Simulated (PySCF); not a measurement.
Excitations are Tamm–Dancoff values on a coarser integration grid. The basis has no diffuse functions, so Rydberg states are missing or too high.

Z-matrix (Å, degrees):
```
B
O 1 1.3632
H 2 0.9627 1 115.90
O 1 1.3634 2 124.07 3 -0.46
H 4 0.9627 1 115.98 2 0.49
Si 1 2.0329 2 118.17 3 178.45
H 6 1.4878 1 111.60 2 23.64
H 6 1.4883 7 108.61 1 -123.03
H 6 1.4907 7 107.84 8 -116.39
```
Charge 0, multiplicity 1.

What S1–T1 gap (TDA), T1 excitation (TDA), HOMO, LUMO, dipole moment, brightest of the four lowest singlets (TDA), HOMO–LUMO gap and S1 oscillator strength does PBE0-D4/def2-TZVP run with PySCF give?


- S1–T1 gap (TDA) = 1.50 eV
- T1 excitation (TDA) = 5.61 eV
- HOMO = -8.38 eV
- LUMO = -0.05 eV
- dipole moment = 3.36 D
- brightest of the four lowest singlets (TDA) = 7.56 eV
- HOMO–LUMO gap = 8.33 eV
- S1 oscillator strength = 0.040
